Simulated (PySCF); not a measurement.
Geometry:
```tsv
atom	x (Å)	y (Å)	z (Å)
B1	2.638	0.214	-0.444
N2	2.120	-1.063	-0.719
B3	0.797	-1.586	-1.021
N4	-0.420	-0.937	-0.795
C5	-1.702	-1.563	-1.137
C6	-2.732	-0.456	-0.950
C7	-2.135	0.353	0.195
C8	-0.648	0.351	-0.145
H9	1.922	1.183	-0.387
H10	3.833	0.334	-0.283
H11	2.831	-1.784	-0.801
H12	0.746	-2.701	-1.496
H13	-1.689	-1.966	-2.161
H14	-1.917	-2.407	-0.456
H15	-2.793	0.165	-1.859
H16	-3.740	-0.845	-0.743
H17	-2.306	-0.165	1.153
H18	-2.549	1.367	0.285
H19	-0.004	0.469	0.739
H20	-0.404	1.184	-0.828
```

Geometry: PBE0-D3(BJ)/def2-SVP; GIAO shifts from PySCF 2.14, gas phase, non-relativistic, averaged over equivalent atoms.

At HF/pcSseg-1 (196 basis functions, 39 s wall time on 1 thread of an Intel Xeon, shared host):
| atoms | δ (ppm) |
| --- | --- |
| B1 | 45.5 |
| B3 | 32.2 |
| N2 | 139.1 |
| N4 | 87.9 |
| C5/C8 | 46.7 |
| C6/C7 | 26.2 |
| H11 | 5.14 |
| H9/H10 | 4.99 |
| H12 | 4.29 |
| H13/H14/H19/H20 | 2.99 |
| H15/H16/H17/H18 | 1.50 |

Chemical shifts δ = σref − σ; ¹¹B (σ = 115.29 ppm) vs BF3·OEt2; ¹⁵N (σ = 265.72 ppm) vs NH3; ¹³C (σ = 190.85 ppm), ¹H (σ = 31.69 ppm) vs TMS, all at this level.

Task: What do these become at PBE0/pcSseg-1?

Result: 
| atoms | δ at PBE0/pcSseg-1 | change |
| --- | --- | --- |
| B1 | 43.9 | -1.6 |
| B3 | 26.7 | -5.5 |
| N2 | 167.5 | +28.4 |
| N4 | 124.4 | +36.5 |
| C5/C8 | 53.1 | +6.4 |
| C6/C7 | 29.5 | +3.3 |
| H11 | 6.12 | +0.98 |
| H9/H10 | 5.29 | +0.30 |
| H12 | 4.61 | +0.32 |
| H13/H14/H19/H20 | 3.37 | +0.38 |
| H15/H16/H17/H18 | 1.68 | +0.18 |

References, each an isolated molecule treated in the same way: BF3·OEt2 for ¹¹B (100.73 ppm); ¹⁵N (265.67 ppm) against NH3; ¹³C (184.41 ppm), ¹H (31.27 ppm) vs TMS.

The largest change is at N4 (nitrogen bonded to 2 C, B, in a 5-membered ring). Cost: 196 basis functions, 82 s wall time on 1 thread of an Intel Xeon, shared host.

Experimental scales use liquid or dissolved standards, which lie at an offset from isolated NH3 (liquid NH3: subtract about 20 ppm).
